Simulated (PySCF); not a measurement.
# Correlation energy of Si³⁺ (silicon, charge +3)

[Ne] 3s1, 2S determinant. All numbers are calculated (PySCF 2.14, the non-relativistic Hamiltonian (point nucleus), in aug-cc-pwCVDZ). Frozen: 1s2; 9 electrons correlated.

```tsv
level	correlation energy (mhartree)
CCSD	-135.55
(T)	-0.79
CCSD(T)	-136.34
```

Diagnostics: T1 = 0.0025, D1 = 0.0043, largest double amplitude 0.015.

Cost of the coupled-cluster step: about 0.8 core-seconds, for 9 correlated electrons.
